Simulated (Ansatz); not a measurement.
Consider the isomerisation: `[CH3][Al]([OH])[CH2]F` → `C[O][AlH][CH2]F`.

Program: Ansatz. Geometries: PBE0-D4/def2-TZVP. ΔE: electronic, gas phase. CBS: MP2 limit from def2 TZ/QZ plus the TZ coupled-cluster correction, frozen cores. DFT in def2-TZVPP. Each species was taken in one conformer, which may not be the lowest.

```csv
level,ΔE (kJ/mol)
PBE-D4,103.7
ωB97M-V,104.9
SCS-MP2/def2-QZVPP,104.4
CCSD/CBS(def2),106.2
```

**Question.** What does CCSD(T)/CBS give? (Estimate.)

**Answer.** Ansatz gave: +107.7 kJ/mol. The listed levels differ from it by -4.0, -2.8, -3.3, -1.5 kJ/mol.

Largest T1 diagnostic among the species: 0.012.

In def2-TZVPP, CCSD(T) changes the Hartree–Fock value by +17.5 kJ/mol (the triples alone add +1.5 kJ/mol) and MP2 by +24.6 kJ/mol.
